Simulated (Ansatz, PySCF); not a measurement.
Gas-phase reaction (SMILES): C=[CH][Ge]([Br])([Br])[Br] + C (CH4) + 3 [GeH4] (GeH4) → C=C (C2H4) [ethene] + [CH3][GeH3] [methylgermane] + 3 [GeH3][Br] [bromogermane]; bond separation energy.

Each molecule is optimised on its own at B3LYP-D3(BJ)/def2-TZVP (Ansatz, a first-principles code), one conformer each, not searched for the lowest. Valence correlation only, unless marked. No spin-orbit coupling. Frozen are the shells of the preceding noble gas and the d and f shells that filled before the atom's block. Non-relativistic. CBS marks a two-point X^-3 extrapolation of the correlation energy; Hartree-Fock from the larger set. Thermal terms are rigid-rotor harmonic-oscillator values from B3LYP-D3(BJ) frequencies (Ansatz or PySCF) at 298.15 K and 1 atm. 1 Eh = 627.5095 kcal/mol.

| species | E, CCSD(T)/CBS(cc-pVTZ,cc-pVQZ) (Ansatz) (Eh) | E, r2SCAN-D4/def2-TZVPD (Ansatz + dftd4) (Eh) | H - E (Eh) |
|---|---|---|---|
| C=[CH][Ge]([Br])([Br])[Br] | -9871.60009 | -9877.54417 | 0.05557 |
| C (CH4) | -40.45816 | -40.49957 | 0.04840 |
| C=C (C2H4) | -78.47456 | -78.56153 | 0.05494 |
| [CH3][GeH3] | -2117.17420 | -2118.68738 | 0.06456 |
| [GeH3][Br] | -4650.03924 | -4652.96828 | 0.02868 |
| [GeH4] (GeH4) | -2077.90558 | -2079.37415 | 0.03354 |

Problem. Work out ΔE and ΔH at 298.15 K at the first level, then ΔH at the second.

Solution. 
1. ΔE = [(-78.47456) + (-2117.17420) + 3×(-4650.03924)] - [(-9871.60009) + (-40.45816) + 3×(-2077.90558)] = 0.00851 Eh = 5.3 kcal/mol at CCSD(T)/CBS(cc-pVTZ,cc-pVQZ).
2. The terms H - E add up to 0.00095 Eh, so ΔH = (0.00851 + (0.00095))×627.5095 = 5.9 kcal/mol.
3. At r2SCAN-D4/def2-TZVPD the same steps give ΔE = 7.8 and ΔH = 8.4 kcal/mol, a shift of +2.5 from the first level.
4. These values are not checked against measurement here, since the tables used lack a sound gas-phase enthalpy of formation for at least one species.
